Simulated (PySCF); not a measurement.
Computed shifts of a molecule CH7ClO2Si2, PySCF with PBE0/pcSseg-1, GIAO, gas phase, equivalent atoms averaged, in ppm (number of nuclei): ¹³C: 3.0 (1). ²⁹Si: 4.1 (1), 0.3 (1). ¹H: 5.78 (1), 5.38 (1), 4.33 (1), 1.21 (1), 0.67 (3). References: ¹³C against TMS (σ = 186.3 ppm); ²⁹Si against TMS (σ = 352.7 ppm); ¹⁷O against H2O (σ = 334.2 ppm); ³⁵Cl against HCl (σ = 945.9 ppm); ¹H against TMS (σ = 31.56 ppm), references at their B3LYP-D3(BJ)/def2-TZVP geometries, non-relativistic (without spin–orbit terms, shifts of atoms bonded to Cl or Br come out too high). Geometry: PBE0-D3(BJ)/def2-SVP. Other conformers were not sampled.

Q: Which structure fits?
A. C[Si@@H](O)[Si@H](O)Cl
B. O[SiH2][C@H](O)[SiH2]Cl
C. CO[Si@@H](Cl)[SiH2]O
D. O[Si](O)(Cl)C[SiH3]

A: A, C[Si@@H](O)[Si@H](O)Cl
